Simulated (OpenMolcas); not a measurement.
# Ag2+ in CsCaF3

Ag2+ with its 6 nearest fluoride ions at 2.255 Å, on the Ca site of CsCaF3 (a = 4.526 Å, distance in the model lattice 2.263 Å). The rest of the host is ab initio model potentials to 7.6 Å, with orthogonalisation functions on the cations behind the ligands, and point charges beyond; the distance is set by hand and nothing relaxes. Ligand basis ANO-RCC-VDZP.

| Item | Value |
| --- | --- |
| Program | OpenMolcas |
| Method | CASSCF |
| Basis | ANO-RCC-VTZP [7s6p4d2f1g] |
| Scalar Hamiltonian | DKH2, point nucleus |
| Active space | 9 electrons in 5 orbitals (4d) |
| State averaging | 2S+1 = 2 even, 5 roots |
| Spin-orbit coupling | state interaction with AMFI integrals over the reference wave functions |

The lowest spin-free states (labels of O, the rotations of Oh), above the lowest:

```
State  Degeneracy  E (cm-1)  Free-ion L (%)
   2E           2       0.0         D (100)
  2T2           3      8179         D (100)
```

The lowest levels with spin-orbit coupling:

```csv
E (cm-1),Degeneracy,Label,2S+1,g
0.0,4,Γ8,2,
6923,2,Γ7,2,1.98 1.98 1.98
9982,4,Γ8,2,
```

Powder χT (cm3 K/mol): 0.64 at 2 K, 0.641 at 10 K, 0.645 at 50 K, 0.65 at 100 K, 0.66 at 200 K, 0.67 at 300 K. The effective moment at 300 K is 2.828 √(χT) = 2.32 μB.

The lowest level has 2S+1 = 2, for which the spin-only value is χT = S(S+1) / 2 = 0.375 cm3 K/mol (g = 2). The computed 0.670 at 300 K differs by +0.295, through orbital momentum, spin-orbit coupling and any other state in reach.

Metal share of the active 4d orbitals (Löwdin): 91, 91, 98, 98, 98 %; Mulliken charge of the metal 1.71.

The gap between the two states is 10Dq = 8179 cm-1.

An orbital doublet at a regular site is open to a Jahn-Teller distortion, which this geometry leaves out. With metal d orbitals alone the field can be off either way by tens of per cent. Ligand-to-metal charge-transfer states are missing. No measured value stands beside these numbers; the geometry was set by hand and not optimised.
